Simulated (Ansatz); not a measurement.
Relaxation of ClF4HZr (7 atoms, charge 0, multiplicity 1), to a largest force component of 0.03 eV/Å in at most 50 steps.

All numbers below come from Ansatz, RKS r2SCAN/def2-SVP.

```xyz
7
Properties=species:S:1:pos:R:3
Zr -0.528 0.000 -0.414
F 0.047 -0.010 2.704
F 1.277 0.008 0.146
F -0.702 1.502 -1.543
F -0.698 -1.508 -1.534
Cl -2.540 0.008 1.046
H -0.841 0.000 2.971
```

Problem. Where does it end, and by what steps?

Solution. It converged. After 22 steps the energy has fallen by 0.540 eV; F2 moved furthest, 1.17 Å. Joined: Zr1–F2 (3.17 → 2.39 Å).

```tsv
step	energy less start (eV)	largest force component (eV/Å)	accepted
0	0.0000	0.889	yes
1	-0.0899	0.951	yes
2	-0.2185	0.537	yes
3	-0.3260	0.464	yes
4	-0.3559	0.475	yes
5	-0.3771	0.297	yes
6	-0.3359	0.904	no
7	-0.3817	0.156	yes
8	-0.3824	0.181	yes
9	-0.3832	0.058	yes
10	-0.3843	0.177	yes
11	-0.3890	0.530	yes
12	-0.3964	1.045	yes
13	-0.3888	1.048	no
14	-0.4292	0.478	yes
15	-0.4581	0.379	yes
16	-0.4981	0.418	yes
17	-0.5163	0.747	yes
18	-0.5027	0.909	no
19	-0.5341	0.325	yes
20	-0.5368	0.225	yes
21	-0.5393	0.072	yes
22	-0.5398	0.011	yes
```

```xyz
7
Properties=species:S:1:pos:R:3
Zr -0.454 0.171 -0.133
F -0.211 -0.903 1.987
F 1.292 0.786 0.277
F -0.861 1.139 -1.707
F -0.519 -1.624 -0.737
Cl -2.260 0.925 1.307
H -0.972 -0.494 2.382
```

Whether the end is a true minimum wasn't checked by a vibrational analysis.

Run time: 54 s on 4 threads of Arm Neoverse V2, on a shared host, peak memory 0.2 GiB.
